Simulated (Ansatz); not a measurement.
```yaml
crystal:
  periodic: [false, false, false]
  atoms:
    - {symbol: O, position_ang: [-0.305300, 0.144484, 1.388088]}
    - {symbol: Zr, position_ang: [0.116612, -0.143692, -0.325327]}
    - {symbol: Cl, position_ang: [2.115749, -1.249693, -0.526249]}
    - {symbol: Cl, position_ang: [-1.651444, -1.389398, -1.363240]}
    - {symbol: I, position_ang: [0.254546, 2.282614, -1.687253]}
    - {symbol: H, position_ang: [-0.517912, 0.358840, 2.368814]}
basis:
  gaussian: {orbitals: ANO-RCC-VTZP, point_charges: [{charge: -1.00, position_ang: [4.970, 0.632, -0.693]}]}
hamiltonian: {xc: {name: HF}}
scf: {lower_state_search: light}
multiplicity: 3
```

```sh
$ ansatz run in.yaml --threads 4 --pin off --events-out ev --progress --plain --max-ram 10444MiB
```

Output, abridged:

```
Error: YAML parse error: error: line 14 column 1: unknown field `multiplicity`, expected one of crystal, accuracy, basis, kpoints, hamiltonian, magnetization, projection, total_charge, correlation, batch, efield, external_charges, scf, relax, neb, saddle, md, ramp, phonons, dielectric, real_time, elastic, magnetic_configurations, gw, evaluate, workflow, output, checkpoint, execution
12 | hamiltonian: {xc: {name: HF}}
13 | scf: {lower_state_search: light}
14 | multiplicity: 3
```

Question: What is wrong with this run?

Answer: The input holds a key that doesn't belong there. The input was rejected before any iteration.
